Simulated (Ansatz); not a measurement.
`NB(O)[SiH](F)F` → B• + 2 F• + 4 H• + N• + O• + Si•  (atomization)

Isolated molecules relaxed with PBE0-D4/def2-TZVP in Ansatz; ΔE leaves out vibrations. CCSD(T)/CBS is the MP2 limit (def2-TZVPP, def2-QZVPP) plus CCSD(T) − MP2 in def2-TZVPP, frozen cores. This one scheme is used for every species, atoms too. For atomizations the MP2-based limit and the directly extrapolated one differ by several kJ/mol either way, and by 10 to 25 for some Ge, Se and Sn compounds, so smaller differences from it don't rank the levels. Functionals use def2-TZVPP. Open shells (•) are unrestricted, without spin–orbit coupling. Spin–orbit coupling would lower the free atoms: a little for B, F, O, Si. One conformer a species, not always the lowest.

Question: What is ΔE at CCSD(T)/CBS? (Estimate.)

Answer: Computed: +971.1 kcal/mol.

Question: What do these levels give: r2SCAN-D4, B2PLYP, PBE-QIDH, PBE0, r2SCANh, BHLYP, CAM-B3LYP, HF/def2-SVP, MP2/def2-SVP, CCSD(T)/def2-TZVPP, HF/def2-QZVPP, MP2/CBS(def2)? (Best estimate.)

Answer: Computed: r2SCAN-D4 970.7, B2PLYP 961.4, PBE-QIDH 958.1, PBE0 959.6, r2SCANh 960.6, BHLYP 928.7, CAM-B3LYP 973.8, HF/def2-SVP 694.6, MP2/def2-SVP 926.1, CCSD(T)/def2-TZVPP 941.2, HF/def2-QZVPP 705.1, MP2/CBS(def2) 1001.2 kcal/mol.

Largest T1 diagnostic among the species: 0.014.

From BLYP to BHLYP (50 % exact exchange), in def2-TZVPP and without D4, ΔE moves by −34.2 kcal/mol: exact exchange takes away binding that semilocal exchange gives to molecules. Leaving LDA and LC-ωPBE aside and taking each functional with its dispersion term where it has one, the values, not all of them listed here, spread over 54.0 kcal/mol, from BHLYP-D4 to PBE-D4. LDA lies +132.6 kcal/mol from PBE without D4, its usual overbinding.
